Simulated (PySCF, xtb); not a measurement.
C2H5BO2, SMILES OB(O)C=C.

GFN2-xTB (xtb 6.7.1) at its own geometry gives an orbital gap of 4.68 eV and a dipole moment of 1.42 D.

The structure is a stationary point at B3LYP-D3(BJ)/def2-SVP. One conformer was computed; it need not be the lowest.

### Question
What does PBE/def2-TZVP (PySCF) give? (An estimate is asked for; the answer gives what the named calculation found.)

### Answer
gap 5.00 eV (levels -6.73 and -1.72 eV), dipole 1.25 D.
